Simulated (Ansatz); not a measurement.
Isolated molecules relaxed with PBE0-D4/def2-TZVP in Ansatz; ΔE leaves out vibrations. CCSD(T)/CBS adds triple-zeta CCSD(T) − MP2 to the extrapolated MP2 energy (def2 sets, frozen cores). DFT in def2-TZVPP. Elements past krypton have def2 core potentials. For Te outer-core shells are correlated without core-valence functions, which leaves a few kJ/mol of doubt a bond. Each species was taken in one conformer, which may not be the lowest.

`C#C[SiH2][Te]C` + `C=CF` → `C=C(F)[Te]C` + `C#C[SiH3]`  (formal exchange of groups at a Te–Si bond)

`C#C[SiH2][Te]C`:

```xyz
11

C     0.901    0.714    2.304
C     0.381    1.059    1.271
Si   -0.402    1.512   -0.311
Te    0.394   -0.007   -2.104
C    -0.131   -1.783   -1.013
H     1.362    0.418    3.218
H    -1.872    1.427   -0.124
H    -0.018    2.891   -0.699
H     0.247   -2.625   -1.590
H     0.349   -1.753   -0.037
H    -1.211   -1.852   -0.915
```

`C=CF`:

Z-matrix (Å, degrees):
```
C
C 1 1.316
H 1 1.081 2 119.2
H 1 1.082 2 121.6 3 -180.0
F 2 1.336 1 122.3 3 180.0
H 2 1.084 1 125.7 3 0.0
```

`C=C(F)[Te]C`:

```xyz
10

C    -0.974    0.278    1.987
C    -0.852    0.101    0.682
F    -1.469   -0.930    0.081
Te    0.160    1.382   -0.636
C     1.172   -0.199   -1.658
H    -0.441    1.078    2.478
H    -1.607   -0.377    2.576
H     1.896   -0.666   -0.995
H     1.679    0.252   -2.510
H     0.436   -0.919   -2.006
```

`C#C[SiH3]`:

Cartesian coordinates in Å:
```
C 0.612 -1.012 -1.564
C 0.236 -0.389 -0.603
Si -0.334 0.551 0.852
H 0.945 -1.561 -2.415
H 0.009 1.983 0.675
H -1.803 0.403 0.987
H 0.334 0.025 2.068
```

```
  level  ΔE (kJ/mol)
PBE0-D4         98.2
ωB97X-V         89.8
```

Task: What does CCSD(T)/CBS give? (Estimate.)

Result: The calculation gave: +92.8 kJ/mol. The listed levels differ from it by 5.4, -3.0 kJ/mol.

Largest T1 diagnostic among the species: 0.013.

The D4 term adds +3.1 kJ/mol with B3LYP and +2.1 kJ/mol with PBE0; it sums over pairs of atoms, weighted by their polarisabilities, and B3LYP, whose exchange is more repulsive, gets the larger term. In def2-TZVPP, CCSD(T) changes the Hartree–Fock value by −9.3 kJ/mol (the triples alone add −1.8 kJ/mol) and MP2 by −5.2 kJ/mol. From PBE to PBE0 (25 % exact exchange), in def2-TZVPP and without D4, ΔE moves by +6.5 kJ/mol.

B3LYP here is the variant with VWN-RPA as its local correlation; programs differ in this.
